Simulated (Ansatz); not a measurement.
Si30H34⁻, a nanocrystal cut from hexagonal silicon. The state is a doublet with charge -1. Geometry PBE-D4/def2-SVP, that of the neutral singlet; atoms count from 1.

```xyz
64

Si   -2.946   -2.292    2.676
Si   -0.612   -2.416    2.940
Si   -1.346   -5.002    0.145
Si    0.333   -3.998    1.453
Si   -0.669    1.286    4.016
Si    0.278   -0.281    2.523
Si    2.608   -0.351    2.815
Si    1.872   -2.918    0.037
Si    3.570   -1.923    1.328
Si    3.453    1.810    2.428
Si    5.108   -0.865   -0.106
Si   -3.414   -1.734    0.440
Si   -2.472   -3.315   -1.050
Si   -3.474    1.969    1.512
Si   -1.793    2.970    2.819
Si   -2.522    0.400    0.024
Si   -0.193    0.319    0.303
Si   -0.945   -2.233   -2.478
Si    0.755   -1.249   -1.186
Si   -0.257    4.030    1.388
Si    0.688    2.458   -0.100
Si    3.018    2.388    0.189
Si    2.283   -0.162   -2.603
Si    3.980    0.820   -1.301
Si   -3.003    1.013   -2.193
Si   -2.059   -0.554   -3.696
Si   -2.130    3.167   -2.553
Si    0.208    3.072   -2.317
Si   -0.523    0.505   -5.131
Si    1.156    1.507   -3.820
H    -3.598   -3.601    3.050
H    -3.492   -1.215    3.581
H    -0.273   -2.810    4.359
H    -2.314   -5.757    1.023
H    -0.719   -5.975   -0.822
H     1.057   -5.048    2.263
H    -1.633    0.581    4.939
H     0.422    1.897    4.861
H     2.904   -0.774    4.235
H     2.469   -3.909   -0.936
H     4.267   -2.991    2.139
H     2.751    2.788    3.338
H     4.932    1.868    2.719
H     6.245   -0.272    0.690
H     5.677   -1.876   -1.071
H    -4.908   -1.683    0.221
H    -3.583   -3.920   -1.878
H    -4.472    1.273    2.404
H    -4.210    3.025    0.724
H    -2.400    3.974    3.772
H    -0.316   -3.231   -3.422
H     0.841    4.675    2.199
H    -0.951    5.114    0.599
H     3.582    3.759   -0.108
H     2.876   -1.184   -3.547
H     4.946    1.546   -2.209
H    -4.503    1.026   -2.375
H    -3.173   -1.182   -4.502
H    -2.695    4.111   -1.520
H    -2.511    3.679   -3.921
H     0.810    4.433   -2.581
H     0.097   -0.517   -6.052
H    -1.222    1.545   -5.972
H     2.145    2.228   -4.708
```

Single mean-field runs in def2-SVP are fitted with def2-universal-jkfit.

**Question.** Estimate the Mulliken populations of the heavy atoms from the PBE0/def2-SVP orbitals of Ansatz.

**Answer.** 
```json
{"atom": "Si1", "charge (e)": "0.10", "spin (α − β)": "0.01"}
{"atom": "Si2", "charge (e)": "0.02", "spin (α − β)": "0.03"}
{"atom": "Si3", "charge (e)": "0.11", "spin (α − β)": "0.00"}
{"atom": "Si4", "charge (e)": "-0.04", "spin (α − β)": "0.03"}
{"atom": "Si5", "charge (e)": "0.16", "spin (α − β)": "0.01"}
{"atom": "Si6", "charge (e)": "-0.25", "spin (α − β)": "0.07"}
{"atom": "Si7", "charge (e)": "0.02", "spin (α − β)": "0.03"}
{"atom": "Si8", "charge (e)": "0.02", "spin (α − β)": "0.02"}
{"atom": "Si9", "charge (e)": "-0.04", "spin (α − β)": "0.03"}
{"atom": "Si10", "charge (e)": "0.10", "spin (α − β)": "0.01"}
{"atom": "Si11", "charge (e)": "0.11", "spin (α − β)": "0.00"}
{"atom": "Si12", "charge (e)": "0.02", "spin (α − β)": "0.03"}
{"atom": "Si13", "charge (e)": "-0.04", "spin (α − β)": "0.03"}
{"atom": "Si14", "charge (e)": "0.16", "spin (α − β)": "0.01"}
{"atom": "Si15", "charge (e)": "-0.12", "spin (α − β)": "0.00"}
{"atom": "Si16", "charge (e)": "-0.25", "spin (α − β)": "0.07"}
{"atom": "Si17", "charge (e)": "0.02", "spin (α − β)": "-0.01"}
{"atom": "Si18", "charge (e)": "0.02", "spin (α − β)": "0.02"}
{"atom": "Si19", "charge (e)": "-0.17", "spin (α − β)": "0.06"}
{"atom": "Si20", "charge (e)": "0.16", "spin (α − β)": "0.01"}
{"atom": "Si21", "charge (e)": "-0.25", "spin (α − β)": "0.07"}
{"atom": "Si22", "charge (e)": "0.02", "spin (α − β)": "0.03"}
{"atom": "Si23", "charge (e)": "0.02", "spin (α − β)": "0.02"}
{"atom": "Si24", "charge (e)": "-0.04", "spin (α − β)": "0.03"}
{"atom": "Si25", "charge (e)": "0.01", "spin (α − β)": "0.03"}
{"atom": "Si26", "charge (e)": "-0.04", "spin (α − β)": "0.03"}
{"atom": "Si27", "charge (e)": "0.10", "spin (α − β)": "0.01"}
{"atom": "Si28", "charge (e)": "0.02", "spin (α − β)": "0.03"}
{"atom": "Si29", "charge (e)": "0.11", "spin (α − β)": "0.00"}
{"atom": "Si30", "charge (e)": "-0.04", "spin (α − β)": "0.03"}
```
Mulliken values and Mayer orders depend strongly on the basis.

**Question.** Where does the spin sit?

**Answer.** Summed by element: Si 0.75, H 0.25, of 1 unpaired in all. Largest on single atoms: Si21 0.07, Si16 0.07, Si6 0.07.

**Question.** And the Mayer bond orders between bonded heavy atoms (over 0.3, the first 40 of 43)?

**Answer.** Si1–Si2 0.94 (2.35 Å); Si1–Si12 0.94 (2.35 Å); Si2–Si4 0.93 (2.37 Å); Si2–Si6 0.94 (2.35 Å); Si3–Si4 0.95 (2.35 Å); Si3–Si13 0.95 (2.35 Å); Si4–Si8 0.94 (2.35 Å); Si5–Si6 0.91 (2.36 Å); Si5–Si15 0.93 (2.35 Å); Si6–Si7 0.94 (2.35 Å); Si6–Si17 0.88 (2.35 Å); Si7–Si9 0.93 (2.37 Å); Si7–Si10 0.94 (2.35 Å); Si8–Si9 0.94 (2.35 Å); Si8–Si19 0.91 (2.35 Å); Si9–Si11 0.95 (2.35 Å); Si10–Si22 0.94 (2.35 Å); Si11–Si24 0.95 (2.35 Å); Si12–Si13 0.93 (2.37 Å); Si12–Si16 0.94 (2.35 Å); Si13–Si18 0.94 (2.35 Å); Si14–Si15 0.93 (2.35 Å); Si14–Si16 0.91 (2.36 Å); Si15–Si20 0.93 (2.35 Å); Si16–Si17 0.88 (2.35 Å); Si16–Si25 0.94 (2.35 Å); Si17–Si19 0.91 (2.36 Å); Si17–Si21 0.88 (2.35 Å); Si18–Si19 0.91 (2.35 Å); Si18–Si26 0.94 (2.35 Å); Si19–Si23 0.91 (2.35 Å); Si20–Si21 0.91 (2.36 Å); Si21–Si22 0.94 (2.35 Å); Si21–Si28 0.94 (2.35 Å); Si22–Si24 0.93 (2.37 Å); Si23–Si24 0.94 (2.35 Å); Si23–Si30 0.94 (2.35 Å); Si25–Si26 0.93 (2.37 Å); Si25–Si27 0.94 (2.35 Å); Si26–Si29 0.95 (2.35 Å).
